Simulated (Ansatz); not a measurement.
Basis-set extrapolation for C2H8SSi2, SMILES `C=C[SiH2]S[SiH3]` (PBE0-D4/def2-TZVP geometry, frozen core, Ansatz 0.2.0). Multiplicity 1, RHF reference.

```
                       def2-TZVPP    def2-QZVPP
                 HF  -1055.888302  -1055.921115
    MP2 correlation     -0.750246     -0.805779
CCSD(T) correlation     -0.855569       not run
```

Energies in hartree. Use E(X) = E(∞) + A·exp(−7.88·√X) for Hartree–Fock and E(X) = E(∞) + B·X^(−2.97) for correlation, with X = 3 and 4, and add CCSD(T) minus MP2 of the smaller set to the MP2 limit.

Q: What is the CCSD(T) energy at the basis-set limit?

A: HF limit: -1055.921115 + (-0.032813) × 0.13774 = -1055.92563. MP2 limit: -0.805779 + (-0.055533) × 0.74074 = -0.84691. Higher-order term: -0.855569 − (-0.750246) = -0.10532. Total: -1056.87786 hartree, 84.1 kcal/mol below CCSD(T)/def2-TZVPP.
